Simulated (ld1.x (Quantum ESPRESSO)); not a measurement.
# What one change does to a pseudopotential (cobalt (Co), RRKJ)

* Element: cobalt (Co)
* Generator: ld1.x (Quantum ESPRESSO) 7.5
* Type: norm-conserving RRKJ (Kleinman–Bylander form)
* Functional: LDA (PZ)
* Relativity: scalar-relativistic
* Frozen core: [Ne] 3s2
* Valence charge: 15
* Reference configuration: 3p6 3d7 4s2 4p0
* Partial waves: 3p (bound): rc 0.90 bohr; 3d (bound): rc 1.25 bohr; 4f channel at 0.35 Ry: rc 2.35 bohr; 4s (bound): rc 2.25 bohr
* Local potential: the s channel
* Core correction: none

All-electron outer shells of the reference configuration (LDA (PZ), scalar-relativistic, ld1.x):

| shell | level (eV) | outermost node (bohr) | outermost maximum (bohr) |
| --- | --- | --- | --- |
| 2p | -769.46 | – | 0.17 |
| 3s | -101.87 | 0.31 | 0.67 |
| 3p | -65.51 | 0.28 | 0.68 |
| 3d | -8.46 | – | 0.66 |
| 4s | -5.68 | 0.96 | 2.29 |
| 4p | -1.39 | 1.05 | 3.21 |

Change: wave 3d (bound): rc 1.25 bohr becomes 3d (bound): rc 1.74 bohr.

Cutoffs: the cutoffs (Ry, on a coarse ladder) from which the occupation-weighted sum of valence levels, in a spherical-Bessel basis at the reference potential, stays within 10 and 1 mRy of its value at 400 Ry; they do not see the model core or the augmentation charge, which bear on the density cutoff. Errors are all-electron minus pseudo energies relative to the spin-unpolarised reference configuration.

Predict the effect on cutoff, ghosts and configuration errors.

The potential gets neither clearly harder nor softer (160 Ry and 260 Ry → 160 Ry and 260 Ry); the p channel sets the loose cutoff, while the largest relative change is in d, which becomes softer; of the 9 tests that both files solve, the error grows in 1 and shrinks in 8 by more than 15 % and 0.3 meV (median size 213.5 → 81.4 meV); neither file shows a bound ghost at the reference potential, the only one tested.

| quantity | base | changed |
| --- | --- | --- |
| cutoff, loose | 160 Ry | 160 Ry |
| cutoff, tight | 260 Ry | 260 Ry |
| loose cutoff by channel (10 mRy a level) | p 140 Ry, d 100 Ry, s 8 Ry | p 140 Ry, d 55 Ry, s 8 Ry |
| bound ghosts | none | none |
| error for 3p6 3d7 4s1 4p0, meV [ΔE 9.30 eV] | -4.9 | -0.6 |
| error for 3p6 3d7 4s0 4p0, meV [ΔE 26.38 eV] | -33 | -8.5 |
| error for 3p6 3d6 4s0 4p0, meV [ΔE 62.57 eV] | -214 | -125 |
| error for 3p6 3d6 4s2 4p0, meV [ΔE 15.46 eV] | -216 | -27 |
| error for 3p6 3d7.5 4s1.5 4p0, meV [ΔE -0.98 eV] | -51 | -20 |
| error for 3p6 3d8 4s1 4p0, meV [ΔE -1.24 eV] | -178 | -81 |
| error for 3p5 3d7 4s2 4p0, meV [ΔE 73.42 eV] | -535 | -945 |
| error for 3p6 3d7 4s2 4p0 (spin-polarised), meV [ΔE -1.98 eV] | +395 | +301 |
| error for 3p6 3d7 4s1 4p0 (spin-polarised), meV [ΔE 6.72 eV] | +386 | +317 |
| s: phases at 2.55 bohr within 0.05 rad from the reference energy up to (Ry; the scan ends near 5) | 2.8 | 2.8 |
| p: phases at 2.55 bohr within 0.05 rad from the reference energy up to (Ry; the scan ends near 5) | -1.0 | -1.0 |
| d: phases at 2.55 bohr within 0.05 rad from the reference energy up to (Ry; the scan ends near 5) | 0.5 | 0.5 |
| f: phases at 2.55 bohr within 0.05 rad from the reference energy up to (Ry; the scan ends near 5) | to the end of the scan | to the end of the scan |

Base: These tests converged, but a pseudo level misses the all-electron one widely, so the file describes the atom poorly there or has found another state: 3p6 3d6 4s0 4p0: empty 4p by 3.1 eV (a node warning on the way). Changed file: These tests converged, but a pseudo level misses the all-electron one widely, so the file describes the atom poorly there or has found another state: 3p6 3d6 4s0 4p0: empty 4p by 3.1 eV.
